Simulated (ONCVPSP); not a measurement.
An all-electron radial function and its pseudo partner (Li (Z = 3))

Columns: radius, all-electron u(r) and pseudo u(r) of the 1s shell (level -52.25 eV) of lithium in the configuration 1s2 2s0.75 2p0.25; PBE, scalar-relativistic, ONCV scheme, ONCVPSP 4.0.1.

```
r (bohr)  all-electron  pseudo
   0.200        1.0292  0.7762
   0.400        1.1721  1.1866
   0.600        1.0280  1.1597
   0.800        0.8176  0.9008
   1.000        0.6194  0.6375
   1.200        0.4562  0.4565
   1.400        0.3299  0.3298
   1.600        0.2352  0.2352
   1.800        0.1659  0.1659
   2.000        0.1164  0.1164
   2.200        0.0815  0.0814
   2.400        0.0568  0.0568
   2.600        0.0395  0.0395
   2.800        0.0274  0.0274
   3.000        0.0190  0.0190
   3.200        0.0131  0.0131
   3.400        0.0091  0.0091
   3.600        0.0062  0.0062
   3.800        0.0043  0.0043
   4.000        0.0030  0.0030
   4.200        0.0020  0.0020
   4.400        0.0014  0.0014
   4.600        0.0010  0.0009
   4.800        0.0006  0.0006
   5.000        0.0004  0.0004
   5.200        0.0003  0.0003
```

(1) How many radial nodes do the two functions have?

(2) At about which radius was the pseudo-wave matched?

(3) Is the pseudo-wave norm-conserving?

## Answers

(1) The all-electron 1s function has n − l − 1 = 0; the pseudo-wave has 0.

(2) 1.30 bohr, where the columns begin to agree (steps of 0.20 bohr).

(3) Yes: the ONCV scheme keeps the norm inside the radius equal to the all-electron one, which fixes the energy derivative of the logarithmic derivative at the level.
